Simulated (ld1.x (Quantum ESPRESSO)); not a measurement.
# Varying the TM potential for gold

Base potential:

gold, norm-conserving Troullier–Martins (Kleinman–Bylander form), made with ld1.x (Quantum ESPRESSO) 7.5 (PBE, scalar-relativistic). Core [Xe] 4f14, reference 5d10 6s1 6p0. Waves: 6s (bound): rc 2.00 bohr; 6p (bound, empty): rc 3.45 bohr; 5f channel at -0.1 Ry: rc 3.50 bohr; 5d (bound): rc 1.25 bohr. Local part: the d channel. Core correction: Bessel-smoothed model core, default radius (core density twice the valence density).

Cutoffs, loose and tight: the cutoffs (Ry, on a coarse ladder) from which the occupation-weighted sum of valence levels, in a spherical-Bessel basis at the reference potential, stays within 10 and 1 mRy of its value at 400 Ry. They do not see the model core or the augmentation charge, which bear on the density cutoff. Test errors are all-electron minus pseudo excitation energies from the reference, over the configurations 5d10 6s0 6p0; 5d9 6s0 6p0; 5d8 6s0 6p0; 5d9 6s1 6p1; 5d7 6s0 6p0; 5d9 6s1 6p0; 5d10 6s0 6p1. A dash means not determined; rows that change the core or the reference have their own tests. The largest error is taken over the tests solved by every variant that gives reliable tests at all: 5d10 6s0 6p0; 5d10 6s0 6p1; 5d7 6s0 6p0; 5d8 6s0 6p0; 5d9 6s0 6p0; 5d9 6s1 6p0.

A true bound ghost makes a file unfit for plane-wave use even where its test errors are small: the radial tests pick states by their node count and pass the ghost by. Where a test does run into it, the solver fails or the error is huge.

The default core radius of the base comes out at 1.02 bohr.

| change | outcome | cutoff, loose | cutoff, tight | bound ghosts | largest test error (meV) |
| --- | --- | --- | --- | --- | --- |
| base | generated | 60 Ry | 90 Ry | f, s, p | -503 |
| core [Kr] 4d10 4f14 5s2, valence charge 17; reference 5p6 5d9 6s0 6p0; waves now 6s (bound): rc 2.00 bohr; 5p (bound): rc 1.85 bohr; 5d (bound): rc 2.20 bohr; 5f channel at -0.1 Ry: rc 2.10 bohr; local potential all-electron potential smoothed inside 1.70 bohr (lloc = -1); core correction Bessel-smoothed model core inside 1.70 bohr | generated | 45 Ry | 70 Ry | s | -262 |
| wave 5d (bound): rc 1.25 bohr becomes 5d (bound): rc 1.60 bohr | generated | 45 Ry | 70 Ry | f, s, p | -496 |
| wave 5f channel at -0.1 Ry: rc 3.50 bohr becomes 5f channel at -0.1 Ry: rc 2.50 bohr | generated | 60 Ry | 90 Ry | s, p | -503 |
| wave 5f channel at -0.1 Ry: rc 3.50 bohr becomes 5f channel at 4.63 Ry: rc 3.50 bohr | generated | 60 Ry | 90 Ry | s, p | -503 |
| wave 6p (bound): rc 3.45 bohr becomes 6p (bound): rc 3.90 bohr | generated | 60 Ry | 90 Ry | f, s, p | -503 |
| core correction none | generated | 60 Ry | 90 Ry | f, s, p | -133 |
| local potential the s channel | generated | 70 Ry | 90 Ry | none | -1025 |
| wave 6s (bound): rc 2.00 bohr becomes 6s (bound): rc 1.96 bohr | generated | 60 Ry | 90 Ry | f, s, p | -508 |
| wave 6s (bound): rc 2.00 bohr becomes 6s (bound): rc 1.90 bohr | generated | 60 Ry | 90 Ry | f, s, p | -520 |

Task: What comes out with this change to the base: core [Kr] 4d10 4f14 5s2, valence charge 17; reference 5p6 5d10 6s1 6p0; waves now 6s (bound): rc 1.95 bohr; 5d (bound): rc 1.95 bohr; 5f channel at -0.1 Ry: rc 1.80 bohr; 5p (bound): rc 1.30 bohr; local potential the p channel; core correction none?

Result: outcome: generated; cutoff, loose: 110 Ry; cutoff, tight: 140 Ry; bound ghosts: s; largest test error (meV): -32.

Task: What comes out with this change to the base: all radii but the core radius scaled by about 0.92 (s 1.84, p 3.16, d 1.14, f 3.20 bohr)?

Result: outcome: generated; cutoff, loose: 45 Ry; cutoff, tight: 140 Ry; bound ghosts: s, p; largest test error (meV): -520.
